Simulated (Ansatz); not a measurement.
`[OH][Nb]([F])([F])([F])[Cl]` + HCl → `[F][Nb]([F])([F])([Cl])[Cl]` + H₂O  (ligand exchange at the Nb–O bond)

Calculated with Ansatz (gas phase, PBE0-D4/def2-TZVP geometries, no zero-point term in ΔE). CBS: MP2 limit from def2 TZ/QZ plus the TZ coupled-cluster correction, frozen cores. This one scheme is used for every species. Functionals use def2-TZVPP. Elements past krypton have def2 core potentials. For Nb outer-core shells are correlated without core-valence functions, which leaves a few kJ/mol of doubt a bond. One conformer a species, not always the lowest.

Is it downhill or uphill in electronic energy at CCSD(T)/CBS, and by how much? (Estimate.)

Computed: Downhill: ΔE = -2.9 kcal/mol.

What do these levels give: B97M-V, CAM-B3LYP-D4, r2SCAN, CAM-B3LYP, HF/def2-SVP, MP2/def2-QZVPP? (Estimate.)

The calculation gave: B97M-V -3.0, CAM-B3LYP-D4 -0.1, r2SCAN -2.8, CAM-B3LYP 0.3, HF/def2-SVP 2.9, MP2/def2-QZVPP -4.2 kcal/mol.

What do rigid-rotor, harmonic-oscillator terms from PBE0-D4/def2-TZVP frequencies (298.15 K, 1 bar) make of the CCSD(T)/CBS value? (An estimate is asked.)

The calculation gave: ΔZPE = +2.1 kcal/mol, ΔH = -0.9 kcal/mol, ΔS = 3 J/(mol·K), ΔG = -1.1 kcal/mol. Modes under 50 cm⁻¹ make the entropy rough.

Largest T1 diagnostic among the species: 0.021, so the coupled-cluster value is less sure than usual.

Leaving LDA and LC-ωPBE aside and taking each functional with its dispersion term where it has one, the values, not all of them listed here, spread over 3.4 kcal/mol, from revPBE-D4 to CAM-B3LYP-D4. LDA lies +1.4 kcal/mol from PBE without D4. In def2-TZVPP, CCSD(T) changes the Hartree–Fock value by −2.3 kcal/mol (the triples alone add −1.0 kcal/mol) and MP2 by −3.8 kcal/mol. At CCSD(T), def2-SVP lies +4.4 kcal/mol from the extrapolated value and def2-TZVPP +0.9 kcal/mol.
